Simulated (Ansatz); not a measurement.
## Counterpoise correction, worked out

The pair of HBr (SMILES Br, atoms 1–2) and H$_{2}$O$_{2}$ (SMILES OO, atoms 3–6), both closed shells, in one local arrangement (a lower one may exist), relaxed at PBE0-D4/def2-TZVP:

Br1  (0.417, 0.133, -2.763)
H2  (0.199, 0.242, -1.346)
O3  (-0.023, 0.465, 0.543)
O4  (-0.272, -0.841, 1.052)
H5  (0.792, 0.702, 1.006)
H6  (-1.113, -0.702, 1.507)
(Å)

Program: Ansatz 0.2.0. Basis: def2-TZVPPD. Cores are frozen in the correlated methods. Filled d shells of the heavier atoms are correlated. The def2 sets are not built for correlating such inner shells, so the correlated values are less sure here.

MP2 total energies in eV:

| system | geometry | basis functions | energy |
| --- | --- | --- | --- |
| pair | pair | all | -74141.29193 |
| HBr | as in the pair | all (partner as ghosts) | -70022.85367 |
| H$_{2}$O$_{2}$ | as in the pair | all (partner as ghosts) | -4118.27023 |
| HBr | as in the pair | its own | -70022.82891 |
| H$_{2}$O$_{2}$ | as in the pair | its own | -4118.25586 |
| HBr | free (PBE0-D4 minimum) | its own | -70022.83854 |
| H$_{2}$O$_{2}$ | free (PBE0-D4 minimum) | its own | -4118.25924 |

Question: Work out the interaction energy with and without the counterpoise correction, the superposition error, and the binding energy from the relaxed fragments.

Answer: Without correction: -74141.29193 − (-70022.82891) − (-4118.25586) = -0.20716 eV.
With correction (each fragment in the whole basis): -74141.29193 − (-70022.85367) − (-4118.27023) = -0.16803 eV = -3.87 kcal/mol.
The superposition error is the difference, 0.03913 eV, 19 % of the uncorrected value: each fragment borrows its partner's functions.
Deformation from the free shapes: 0.00963 eV for HBr and 0.00338 eV for H$_{2}$O$_{2}$.
Binding energy from relaxed fragments: -0.16803 + 0.00963 + 0.00338 = -0.15502 eV = -3.57 kcal/mol (electronic, without zero-point energy; negative means bound). For comparison, the corrected interaction energy by CCSD(T) at an estimated basis limit (MP2 extrapolated from triple and quadruple zeta, plus CCSD(T) − MP2 in triple zeta) is -0.171 eV.

T1 diagnostic: at most 0.013.

For scale, one of the runs: CCSD(T)/def2-TZVPPD, 188 basis functions, launched by `ansatz run in.yaml --threads 4 --pin off --events-out ev --progress --plain --max-ram 9574MiB`. Time: 50 s of wall clock on 4 CPU threads of an Arm Neoverse V1; the host was shared. Peak host memory: 2.1 GiB.
